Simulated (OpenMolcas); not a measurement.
Mn3+ (d4) among equal point charges was computed by CASSCF with the d shell active (OpenMolcas, ANO-RCC-VTZP on the metal). Its lowest spin-free states, and all those of the highest spin:

```csv
2S+1,Degeneracy,E (cm-1)
5,3,0.0
5,2,2700
3,3,21816
3,3,22948
3,3,24182
3,2,25127
3,3,26655
3,3,27315
3,3,28510
3,1,28895
3,3,29350
3,2,30383
```

**Question.** Is the site octahedral, tetrahedral or cube-like, axial, or of lower symmetry?

**Answer.** The states with 2S+1 = 5 have orbital degeneracies 3, 2. Threefold states need a cubic site. For d4 at this spin an octahedron puts the twofold E below the threefold T2 and a tetrahedron or cube puts the threefold T2 below the twofold E, so the site is a tetrahedron or a cube, which this pattern cannot tell apart. The first gap at this spin, 2700 cm-1, is |10Dq| in ligand-field theory. The run had Mn3+ among 4 point charges of -2 e arranged as a tetrahedron (Td), 1.68 Å from the ion.

An orbital triplet at a regular site is open to Jahn-Teller coupling, which can distort the site and quench the lowest spin-orbit gaps and is left out. Without dynamic correlation the repulsion within the d shell is too large (B by tens of per cent), so at a given field states of lower spin stand too high. The ground term spreads over less than 5000 cm-1, several times less than with real ligands, so orbital moments are less quenched and χT lies further from the spin-only value than at real sites. This is an electrostatic model: the charges have no orbitals. No measured value stands beside these numbers.
